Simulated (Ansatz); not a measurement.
CuI₂, relaxed as a quartet with UKS PBE-D4/def2-TZVP in Ansatz, starting from the PBE-D4/def2-TZVP geometry of the neutral doublet. Force threshold 0.02 eV/Å.

In the def2 sets I takes a core potential; there is no spin–orbit coupling. In the quartet, I2 and I3 lie 3.16 Å apart (atoms count from 1), so these atoms are partly bonded to each other. The relaxation made no stability test and no search for a lower SCF solution. At PBE-D4/def2-TZVP a doublet of charge 0 lies 3.06 eV below the quartet, each at its own geometry. That doublet is doubtful there (an occupied level 0.01 eV above an empty one). The structure comes from a short search, and lower isomers may exist.

Start:

```xyz
3

Cu   -0.0002    0.0002   -0.0004
I    -0.2208    2.1822    0.9826
I     0.2210   -2.1824   -0.9822
```

| step | energy (eV) | largest force component (eV/Å) | SCF passes |
| --- | --- | --- | --- |
| 1 | -60833.9000 | 1.751 | 23 |
| 2 | -60834.3420 | 0.486 | 30 |
| 3 | -60834.4005 | 0.155 | 24 |
| 4 | -60834.4090 | 0.019 | 25 |
| 5 | -60834.4092 | 0.003 | 26 |
| 6 | -60834.4092 | 0.003 | 17 |
| 7 | -60834.4097 | 0.030 | 27 |
| 8 | -60834.4282 | 0.158 | 38 |
| 9 | -60834.4870 | 0.223 | 45 |
| 10 | -60834.5844 | 0.273 | 42 |
| 11 | -60834.7199 | 0.260 | 40 |
| 12 | -60834.8676 | 0.281 | 37 |
| 13 | -60835.0100 | 0.295 | 37 |
| 14 | -60835.1180 | 0.204 | 29 |
| 15 | -60835.3221 | 0.440 | 78 |
| 16 | -60835.3257 | 0.339 | 28 |
| 17 | -60835.3513 | 0.041 | 22 |
| 18 | -60835.3518 | 0.004 | 24 |

Force components are those of the run's own axes.

End:

Cartesian coordinates in Å:
```
Cu -0.5914 0.5053 -1.2553
I 0.1507 1.1803 1.2728
I 0.4408 -1.6856 -0.0174
```

Bonds formed: I2–I3 (atoms count from 1).

The force fell under the threshold at step 4, but the optimiser went on and released 0.943 eV more. No frequencies were taken in this run, so the end may be a saddle point.

Hardware: 4 threads of Arm Neoverse N1 on a shared host. Wall time 61 s.
